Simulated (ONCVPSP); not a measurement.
**What one change does to a pseudopotential (Ag, ONCV)**

```json
{
 "Element": "silver",
 "Generator": "ONCVPSP 4.0.1",
 "Type": "optimised norm-conserving Vanderbilt (ONCV)",
 "Functional": "PBE",
 "Relativity": "scalar-relativistic",
 "Frozen core": "[Ar] 3d10",
 "Valence charge": "19",
 "Reference configuration": "4s2 4p6 4d10 5s0.5 (charge +0.5)",
 "Partial waves": "4s+5s: rc 1.65 bohr, ncon 3, nbas 7, qcut 6.6 1/bohr, 2 projectors; 4p: rc 1.15 bohr, ncon 4, nbas 7, qcut 8.6 1/bohr, 1 projector; 4d: rc 1.95 bohr, ncon 4, nbas 8, qcut 7.3 1/bohr, 2 projectors, debl 2.4 Ha",
 "Local potential": "polynomial inside 0.90 bohr (lpopt 5, dvloc0 1 Ha)",
 "Core correction": "none"
}
```

Change: all radii scaled by about 0.93 (s 1.54, p 1.08, d 1.82 bohr); local potential polynomial inside 0.84 bohr (lpopt 5, dvloc0 1 Ha).

Cutoffs: the cutoffs (Ha) at which the residual kinetic energy of the hardest occupied pseudo-wave falls to 1 and 0.1 mHa per electron; they do not see the model core or the augmentation charge, which bear on the density cutoff. Errors are all-electron minus pseudo energies relative to the spin-unpolarised reference configuration.

Task: How do hardness, ghosts and transferability respond?

Result: The potential gets harder (39 Ha and 103 Ha → 62 Ha and 120 Ha); of the 4 tests that both files solve, the error grows in 0 and shrinks in 2 by more than 15 % and 0.3 meV (median size 1.8 → 0.7 meV); neither file shows a bound ghost. A smaller radius makes the pseudo-wave follow the all-electron one further in, where it bends more sharply, so more plane waves are needed.

| quantity | base | changed |
| --- | --- | --- |
| cutoff, loose | 39 Ha | 62 Ha |
| cutoff, tight | 103 Ha | 120 Ha |
| loose cutoff by channel | s 13 Ha, p 39 Ha, d 22 Ha | s 15 Ha, p 62 Ha, d 23 Ha |
| bound ghosts | none | none |
| GHOST(+) flags under 300 eV | s at 82.4 eV | s at 58.5 eV |
| error for 4s2 4p6 4d10 5s1, meV [ΔE -3.02 eV] | +0.7 | +0.6 |
| error for 4s2 4p6 4d10 5s0, meV [ΔE 4.74 eV] | -0.6 | -0.6 |
| error for 4s2 4p6 4d9 5s0, meV [ΔE 26.85 eV] | +2.9 | +0.8 |
| error for 4s1 4p6 4d10 5s1, meV [ΔE 99.04 eV] | -522 | -419 |
